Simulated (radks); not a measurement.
Values are calculated unless marked as measured or tabulated.
Problem. Isoelectronic series with 52 electrons, all held in the configuration [Kr] 4d10 4f1 5s2 5p3, which need not be the ground one along the series. Level of theory: scalar-relativistic Kohn-Sham, LDA (Slater exchange, Perdew-Wang correlation), spin-polarised, spherical densities, finite nucleus; open shells are filled with parallel spins first (spin-orbit coupling, left out, can overturn this in heavy ions); Fermi nuclear charge, rms radius of each element as measured or else 0.836 A^(1/3) + 0.57 fm (a radial shooting solver on a logarithmic mesh with Libxc functionals). Total energies (hartree) and mean radii <r> (bohr) (* marks an orbital that is empty in some or all of the ions):

| ion | E (hartree) | 4f down* | 5p down* | 4f up | 5p up |
|---|---|---|---|---|---|
| Pr7+ | -9218.3358 | 0.8658 | 1.504 | 0.8767 | 1.497 |
| Nd8+ | -9600.4566 | 0.8020 | 1.428 | 0.8102 | 1.423 |
| Sm10+ | -10391.3269 | 0.7076 | 1.300 | 0.7127 | 1.296 |
| Eu11+ | -10800.2160 | 0.6708 | 1.245 | 0.6750 | 1.242 |
| Gd12+ | -11218.1444 | 0.6389 | 1.195 | 0.6422 | 1.193 |
| Tb13+ | -11645.2263 | 0.6106 | 1.150 | 0.6134 | 1.148 |
| Dy14+ | -12081.4014 | 0.5853 | 1.108 | 0.5877 | 1.107 |
| Ho15+ | -12526.8855 | 0.5625 | 1.070 | 0.5646 | 1.069 |
| Er16+ | -12981.6638 | 0.5418 | 1.034 | 0.5436 | 1.033 |
| Tm17+ | -13445.8733 | 0.5229 | 1.001 | 0.5244 | 1.000 |
| Yb18+ | -13919.5051 | 0.5054 | 0.9702 | 0.5067 | 0.9693 |
| Lu19+ | -14402.7040 | 0.4893 | 0.9412 | 0.4905 | 0.9405 |
| Hf20+ | -14895.5958 | 0.4743 | 0.9140 | 0.4754 | 0.9134 |
| Ta21+ | -15398.2066 | 0.4604 | 0.8884 | 0.4613 | 0.8879 |
| W22+ | -15910.6353 | 0.4474 | 0.8643 | 0.4482 | 0.8639 |
| Re23+ | -16432.9940 | 0.4351 | 0.8416 | 0.4359 | 0.8412 |
| Os24+ | -16965.3372 | 0.4236 | 0.8200 | 0.4243 | 0.8197 |
| Ir25+ | -17507.8516 | 0.4128 | 0.7995 | 0.4134 | 0.7993 |
| Pt26+ | -18060.5610 | 0.4025 | 0.7801 | 0.4031 | 0.7799 |
| Au27+ | -18623.6242 | 0.3928 | 0.7616 | 0.3933 | 0.7614 |
| Hg28+ | -19197.1172 | 0.3836 | 0.7440 | 0.3841 | 0.7438 |

Estimate the row of Pm9+.

Solution. E (hartree) -9991.4390; 4f down* 0.7505; 5p down* 1.360; 4f up 0.7569; 5p up 1.356.
